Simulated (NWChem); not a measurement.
System: NbNH2OF2; SMILES [NH]=[Nb]([OH])([F])[F]

Output (shortened):

```
             Northwest Computational Chemistry Package (NWChem) 7.3.0
             --------------------------------------------------------

                             Geometry "geometry" -> ""
                             -------------------------

 Output coordinates in angstroms (scale by  1.889725989 to convert to a.u.)

  No.       Tag          Charge          X              Y              Z
 ---- ---------------- ---------- -------------- -------------- --------------
    1 Nb                  41.0000     0.00043800    -0.05375500     0.03371000
    2 N                    7.0000    -0.00136200     0.04456100    -1.72004500
    3 H                    1.0000    -0.00216500     0.04730300    -2.74323800
    4 F                    9.0000     1.57426300    -0.94937900     0.56887700
    5 F                    9.0000    -1.56447200    -0.96347200     0.57124400
    6 O                    8.0000    -0.00701200     1.72077500     0.71156000
    7 H                    1.0000    -0.01149800     2.56869100     0.23372100

 Effective nuclear repulsion energy (a.u.)     486.8616957150

                                 NWChem DFT Module
                                 -----------------

 Summary of "ao basis" -> "ao basis" (spherical)
 ------------------------------------------------------------------------------
       Tag                 Description            Shells   Functions and Types
 ---------------- ------------------------------  ------  ---------------------
 Nb                         def2-svp                11       31   5s3p2d1f
 N                          def2-svp                 6       14   3s2p1d
 H                          def2-svp                 3        5   2s1p
 F                          def2-svp                 6       14   3s2p1d
 O                          def2-svp                 6       14   3s2p1d

            General Information
            -------------------
          SCF calculation type: DFT
          Wavefunction type:  closed shell.
          No. of atoms     :     7
          No. of electrons :    48
           Alpha electrons :    24
            Beta electrons :    24
          Charge           :     0
          Spin multiplicity:     1
          Use of symmetry is: off; symmetry adaption is: off
          Maximum number of iterations: 150
          AO basis - number of functions:    97
                     number of shells:    41
          Convergence on energy requested:  1.00D-06
          Convergence on density requested:  1.00D-05
          Convergence on gradient requested:  5.00D-04

              XC Information
              --------------
                         B3LYP Method XC Potential
                     Hartree-Fock (Exact) Exchange  0.200
                        Slater Exchange Functional  0.800 local
                    Becke 1988 Exchange Functional  0.720 non-local
              Lee-Yang-Parr Correlation Functional  0.810
                  VWN I RPA Correlation Functional  0.190 local

             Grid Information
             ----------------
          Grid used for XC integration:  medium
          Radial quadrature: Mura-Knowles
          Angular quadrature: Lebedev.
          Tag              B.-S. Rad. Rad. Pts. Rad. Cut. Ang. Pts.
          ---              ---------- --------- --------- ---------
          Nb                  1.45      123           9.0       590
          N                   0.65       49           9.0       434
          H                   0.35       45          11.0       434
          F                   0.50       49          10.0       434
          O                   0.60       49          10.0       434
          Grid pruning is: on
          Number of quadrature shells:   409
          Spatial weights used:  Erf1

      Superposition of Atomic Density Guess
      -------------------------------------

 Sum of atomic energies:        -393.27065318

      Non-variational initial energy
      ------------------------------

 Total energy =    -384.974217
 1-e energy   =    -974.186128
 2-e energy   =     376.009515
 HOMO         =      -0.387622
 LUMO         =      -0.038352

   convergence    iter        energy       DeltaE   RMS-Dens  Diis-err
 ---------------- ----- ----------------- --------- --------- ---------
 d= 0,ls=0.0,diis     1   -387.4211485234 -6.01D+02  4.42D-02  3.05D+00
 d= 0,ls=0.0,diis     2   -382.9247227040  4.50D+00  3.51D-02  4.09D+01
 d= 0,ls=0.0,diis     3   -387.7814413202 -4.86D+00  6.54D-03  4.54D-01
 d= 0,ls=0.0,diis     4   -387.7723792735  9.06D-03  3.44D-03  4.73D-01
 d= 0,ls=0.0,diis     5   -387.8237746384 -5.14D-02  8.31D-04  1.12D-02
  Resetting Diis
 d= 0,ls=0.0,diis     6   -387.8249430945 -1.17D-03  2.91D-04  3.00D-03
 d= 0,ls=0.0,diis     7   -387.8251947728 -2.52D-04  4.48D-04  6.87D-04
 d= 0,ls=0.0,diis     8   -387.8247845954  4.10D-04  3.62D-04  4.47D-03
 d= 0,ls=0.0,diis     9   -387.8252488810 -4.64D-04  6.61D-05  1.30D-04
 d= 0,ls=0.0,diis    10   -387.8252641024 -1.52D-05  9.82D-06  2.64D-06
 d= 0,ls=0.0,diis    11   -387.8252643664 -2.64D-07  1.93D-06  3.51D-08

         Total DFT energy =     -387.825264366447
      One electron energy =     -979.199104078570
           Coulomb energy =      422.183702818812
    Exchange-Corr. energy =      -44.012258747181
 Nuclear repulsion energy =      213.202395640493

 Numeric. integr. density =       48.000005711883

                       DFT Final Molecular Orbital Analysis
                       ------------------------------------

 Vector   22  Occ=2.000000D+00  E=-3.595283D-01
              MO Center= -5.3D-03,  1.3D+00,  6.5D-01, r^2= 1.8D+00
   Bfn.  Coefficient  Atom+Function         Bfn.  Coefficient  Atom+Function
  ----- ------------  ---------------      ----- ------------  ---------------
    82      0.573505  6 O  px                85      0.425405  6 O  px
    56      0.117687  4 F  pz                70     -0.117799  5 F  pz
     6     -0.109226  1 Nb px                15      0.109153  1 Nb d -2
    68      0.095278  5 F  px                54      0.094652  4 F  px
    18     -0.085958  1 Nb d  1              59     -0.085491  4 F  pz

 Vector   23  Occ=2.000000D+00  E=-3.010960D-01
              MO Center= -1.2D-03,  8.5D-02, -1.2D+00, r^2= 1.9D+00
   Bfn.  Coefficient  Atom+Function         Bfn.  Coefficient  Atom+Function
  ----- ------------  ---------------      ----- ------------  ---------------
    36      0.494508  2 N  py                39     -0.370731  2 N  py
    16      0.351176  1 Nb d -1              84     -0.141672  6 O  pz
     7      0.137710  1 Nb py                87     -0.101777  6 O  pz
    81     -0.091507  6 O  s                 93      0.084309  7 H  s
    54      0.079037  4 F  px                68     -0.079043  5 F  px

 Vector   24  Occ=2.000000D+00  E=-2.962180D-01
              MO Center= -5.3D-04, -4.8D-02, -1.2D+00, r^2= 1.9D+00
   Bfn.  Coefficient  Atom+Function         Bfn.  Coefficient  Atom+Function
  ----- ------------  ---------------      ----- ------------  ---------------
    35      0.500295  2 N  px                38     -0.382096  2 N  px
    18     -0.322501  1 Nb d  1               6      0.160712  1 Nb px
    56      0.113581  4 F  pz                70     -0.113422  5 F  pz
    54     -0.101390  4 F  px                68     -0.100934  5 F  px
    59     -0.085002  4 F  pz                73      0.084873  5 F  pz

 Vector   25  Occ=0.000000D+00  E=-5.503044D-02
              MO Center=  5.9D-04, -8.8D-02, -2.9D-02, r^2= 2.2D+00
   Bfn.  Coefficient  Atom+Function         Bfn.  Coefficient  Atom+Function
  ----- ------------  ---------------      ----- ------------  ---------------
    19      0.678812  1 Nb d  2              16      0.537071  1 Nb d -1
    39      0.198323  2 N  py                36     -0.194941  2 N  py
    55      0.165349  4 F  py                69      0.164712  5 F  py
    13      0.144970  1 Nb py                 7     -0.137928  1 Nb py
    58     -0.134694  4 F  py                72     -0.134227  5 F  py

 Vector   26  Occ=0.000000D+00  E=-4.913092D-02
              MO Center= -4.0D-04,  1.2D-01,  2.1D-02, r^2= 1.9D+00
   Bfn.  Coefficient  Atom+Function         Bfn.  Coefficient  Atom+Function
  ----- ------------  ---------------      ----- ------------  ---------------
    15      0.701799  1 Nb d -2              18     -0.546442  1 Nb d  1
    82     -0.242126  6 O  px                85     -0.216045  6 O  px
    35     -0.178482  2 N  px                38      0.177764  2 N  px
    20      0.121747  1 Nb d -2              56      0.122237  4 F  pz
    70     -0.122306  5 F  pz                 6     -0.118469  1 Nb px

 Vector   27  Occ=0.000000D+00  E=-2.140914D-02
              MO Center= -1.4D-03,  2.7D-01, -3.3D-01, r^2= 6.0D+00
   Bfn.  Coefficient  Atom+Function         Bfn.  Coefficient  Atom+Function
  ----- ------------  ---------------      ----- ------------  ---------------
     5      1.051996  1 Nb s                 17     -0.506624  1 Nb d  0
    47     -0.283386  3 H  s                 81     -0.280629  6 O  s
    34      0.242331  2 N  s                  4     -0.222597  1 Nb s
    14     -0.179430  1 Nb pz                84      0.157944  6 O  pz
    22     -0.155519  1 Nb d  0               8      0.150453  1 Nb pz

     Multipole analysis of the density
     ---------------------------------

[...]

 DFT Linear Response polarizability / au
 Frequency  =       0.0773000 / au
 Wavelength =     589.4353558 / nm
              X              Y              Z
 -----------------------------------------------
 X      35.8090054     -0.0312745      0.0053996
 Y      -0.0312746     42.8105409      1.3307547
 Z       0.0053990      1.3308739     50.3326971
 -----------------------------------------------
 Eigenvalues =      35.8088567     42.5822042     50.5611825
 Isotropic   =      42.9840811
 Anisotropic =      12.7901025
 -----------------------------------------------

 Magnetic Dipole Response Matrix (nonzero elements):
```

Level: B3LYP/def2-SVP with def2 effective core potentials on Nb. Coordinates come from a PBE-D3(BJ)/def2-SVP optimisation. def2 effective core potentials on Nb; no spin-orbit coupling.

Q: Which NWChem input produces such a log?

A: Several could match; the one computed here: the input that was run:
```
start job
memory heap 200 mb stack 900 mb global 1100 mb
geometry units angstroms noautosym nocenter noautoz
  Nb     0.000438    -0.053755     0.033710
  N     -0.001362     0.044561    -1.720045
  H     -0.002165     0.047303    -2.743238
  F      1.574263    -0.949379     0.568877
  F     -1.564472    -0.963472     0.571244
  O     -0.007012     1.720775     0.711560
  H     -0.011498     2.568691     0.233721
end
basis spherical
  * library def2-svp
end
ecp
  Nb library def2-ecp
end
dft
  xc b3lyp
  iterations 150
end
property
  response 1 0.0773
end
task dft property
```
